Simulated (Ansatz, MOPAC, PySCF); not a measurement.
Dimer: NH3 (SMILES N) (first 4 atoms) with C2H6O (SMILES CCO); geometry from B3LYP-D3(BJ)/def2-TZVP, rigid monomers moved along the line of their centres of mass till N1···H13 is 3.45 Å.
(charge 0, multiplicity 1):
```xyz
13

N      0.02759    -0.06640     0.46095
H     -0.92042    -0.34525     0.23492
H      0.27489     0.70252    -0.15197
H      0.63870    -0.84438     0.23991
C     -0.15949    -1.22439     5.78248
C     -0.54163     0.23970     5.60590
O      0.34243     0.93978     4.75252
H     -0.83161    -1.72246     6.48664
H      0.86146    -1.30688     6.15933
H     -0.21329    -1.75754     4.82997
H     -1.57726     0.31058     5.24278
H     -0.50809     0.75063     6.57105
H      0.23601     0.58976     3.84661
```

Counterpoise-corrected where a basis set is named; no monomer relaxation. Rows marked so take none.

Correlated levels freeze the cores. Rows in 3-21G, 6-311+G**, 6-31G* carry no dispersion term and start afresh at each structure (6-31G* with six Cartesian d functions). The state reached by AM1, PM6, PM7 isn't checked; PM7 holds dispersion and hydrogen-bond terms.

The values were computed with Ansatz (Gaussian orbitals); MOPAC for AM1, PM6, PM7 (differences of heats of formation); PySCF for 3-21G rows, 6-311+G** rows, 6-31G* rows, the dispersion terms. Each number belongs to the level named beside it.

Other levels give for the interaction energy: PBE/def2-TZVPPD -1.73; B3LYP/def2-TZVPPD -1.49; B3LYP-D3(BJ)/def2-TZVPPD -1.74; wB97M-V/def2-TZVPPD -1.80; CCSD(T)/aug-cc-pVDZ -1.77 kcal/mol.

What do these common cheap choices give for the same quantity: AM1, PM6, PM7, HF/6-31G* (no counterpoise), B3LYP/3-21G (no counterpoise), B3LYP/6-31G*, B3LYP/6-31G* (no counterpoise), B3LYP/6-311+G** (no counterpoise)?

AM1 -0.71; PM6 -1.16; PM7 -2.57; HF/6-31G* (no counterpoise) -2.22; B3LYP/3-21G (no counterpoise) -2.37; B3LYP/6-31G* -1.88; B3LYP/6-31G* (no counterpoise) -2.36; B3LYP/6-311+G** (no counterpoise) -1.81 kcal/mol. They span -2.57 to -0.71 kcal/mol.

Ansatz is a quantum-chemistry and plane-wave program.
